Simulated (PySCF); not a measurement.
Fe, charge +1, quartet (a state made from the parent by changing its charge; the spin is typed, not shown lowest); PBE0/6-31G* (PySCF).

Input for PySCF:
```python
from pyscf import gto, scf, dft

mol = gto.Mole()
mol.atom = '''
    Fe    0.00000000    0.00000000    0.00000000
'''
mol.basis = '6-31g*'
mol.charge = 1
mol.spin = 3
mol.verbose = 4
mol.build()

mf = dft.UKS(mol)
mf.xc = 'pbe0'
mf.kernel()
```

### Question
What does PySCF print? Leave out banner, timings and long lists.

### Answer

```
PySCF version 2.14.0

[INPUT] verbose = 4
[INPUT] num. atoms = 1
[INPUT] num. electrons = 25
[INPUT] charge = 1
[INPUT] spin (= nelec alpha-beta = 2S) = 3
[INPUT] symmetry False subgroup None
[INPUT] Mole.unit = angstrom
[INPUT] Symbol           X                Y                Z      unit          X                Y                Z       unit  Magmom
[INPUT]  1 Fe     0.000000000000   0.000000000000   0.000000000000 AA    0.000000000000   0.000000000000   0.000000000000 Bohr   0.0

nuclear repulsion = 0
number of shells = 12
number of NR pGTOs = 97
number of NR cGTOs = 34
basis = 6-31g*
ecp = {}

******** <class 'pyscf.dft.uks.UKS'> ********
method = UKS
initial guess = minao
damping factor = 0
level_shift factor = 0
DIIS = <class 'pyscf.scf.diis.CDIIS'>
diis_start_cycle = 1
diis_space = 8
diis_damp = 0
SCF conv_tol = 1e-09
SCF conv_tol_grad = None
SCF max_cycles = 50
direct_scf = True
direct_scf_tol = 1e-13
number electrons alpha = 14  beta = 11
XC library pyscf.dft.libxc version 7.1.2
    S. Lehtola, C. Steigemann, M. J. T. Oliveira, and M. A. L. Marques,  SoftwareX 7, 1–5 (2018)
XC functionals = pbe0
    C. Adamo and V. Barone,  J. Chem. Phys. 110, 6158 (1999)
    M. Ernzerhof and G. E. Scuseria,  J. Chem. Phys. 110, 5029 (1999)
radial grids:
    Treutler-Ahlrichs [JCP 102, 346 (1995); DOI:10.1063/1.469408] (M4) radial grids

becke partition: Becke, JCP 88, 2547 (1988); DOI:10.1063/1.454033
pruning grids: <function nwchem_prune>
grids dens level: 3
symmetrized grids: False
atomic radii adjust function: <function treutler_atomic_radii_adjust>
small_rho_cutoff = 0
Set gradient conv threshold to 3.16228e-05
tot grids = 20904
init E= -1262.2995483659

cycle= 1 E= -1250.04798068789  delta_E= 12.3  |g|= 2.86  |ddm|= 7.54
cycle= 2 E= -1258.63566958465  delta_E= -8.59  |g|=  2.9  |ddm|= 7.82
cycle= 3 E= -1261.87804992917  delta_E= -3.24  |g|= 1.79  |ddm|= 1.18
cycle= 4 E= -1262.81794555216  delta_E= -0.94  |g|= 0.498  |ddm|= 0.674
cycle= 5 E= -1262.87013986265  delta_E= -0.0522  |g|= 0.215  |ddm|= 0.129
cycle= 6 E= -1262.88185210855  delta_E= -0.0117  |g|= 0.0251  |ddm|= 0.0853
cycle= 7 E= -1262.88210505185  delta_E= -0.000253  |g|= 0.00393  |ddm|= 0.0319
cycle= 8 E= -1262.88424213621  delta_E= -0.00214  |g|= 0.0215  |ddm|= 0.121
cycle= 9 E= -1262.88215108916  delta_E= 0.00209  |g|= 0.00502  |ddm|= 0.115
cycle= 10 E= -1262.88206216227  delta_E= 8.89e-05  |g|= 0.00445  |ddm|= 0.0193
cycle= 11 E= -1262.88255891661  delta_E= -0.000497  |g|= 0.00987  |ddm|= 0.0695
cycle= 12 E= -1262.88203759592  delta_E= 0.000521  |g|= 0.00129  |ddm|= 0.0694
cycle= 13 E= -1262.88207789023  delta_E= -4.03e-05  |g|= 0.00224  |ddm|= 0.0221
cycle= 14 E= -1262.88203929054  delta_E= 3.86e-05  |g|= 0.000913  |ddm|= 0.0163
cycle= 15 E= -1262.88203891248  delta_E= 3.78e-07  |g|= 0.000667  |ddm|= 0.00207
cycle= 16 E= -1262.88203716128  delta_E= 1.75e-06  |g|= 0.000298  |ddm|= 0.00309
cycle= 17 E= -1262.88203662309  delta_E= 5.38e-07  |g|= 0.000133  |ddm|= 0.00159
cycle= 18 E= -1262.88203655375  delta_E= 6.93e-08  |g|= 9.87e-05  |ddm|= 0.000493
cycle= 19 E= -1262.88203654364  delta_E= 1.01e-08  |g|= 7.31e-05  |ddm|= 0.000348
cycle= 20 E= -1262.88203652985  delta_E= 1.38e-08  |g|= 4.17e-05  |ddm|= 0.000504
cycle= 21 E= -1262.88203658156  delta_E= -5.17e-08  |g|= 8.56e-05  |ddm|= 0.000708
cycle= 22 E= -1262.88203654486  delta_E= 3.67e-08  |g|= 7.09e-05  |ddm|= 0.00132
cycle= 23 E= -1262.88203653356  delta_E= 1.13e-08  |g|= 4.77e-05  |ddm|= 0.000504
cycle= 24 E= -1262.88203652855  delta_E= 5.01e-09  |g|= 5.23e-05  |ddm|= 0.000408
cycle= 25 E= -1262.88203652116  delta_E= 7.38e-09  |g|= 4.49e-05  |ddm|= 0.000334
cycle= 26 E= -1262.88203653211  delta_E= -1.09e-08  |g|= 5.36e-05  |ddm|= 0.000418
cycle= 27 E= -1262.88203654153  delta_E= -9.42e-09  |g|= 5.66e-05  |ddm|= 0.00058
cycle= 28 E= -1262.88203651384  delta_E= 2.77e-08  |g|= 3.78e-05  |ddm|= 0.000752
cycle= 29 E= -1262.88203650617  delta_E= 7.67e-09  |g|= 2.14e-05  |ddm|= 0.000345
cycle= 30 E= -1262.88203650525  delta_E= 9.13e-10  |g|= 1.32e-05  |ddm|= 0.00031
Extra cycle  E= -1262.88203863766  delta_E= -2.13e-06  |g|= 0.00052  |ddm|= 0.00458
SCF not converged.
SCF energy = -1262.88203863766 after 50 cycles  <S^2> = 3.7508217  2S+1 = 4.0004108
```

Convergence was not reached.
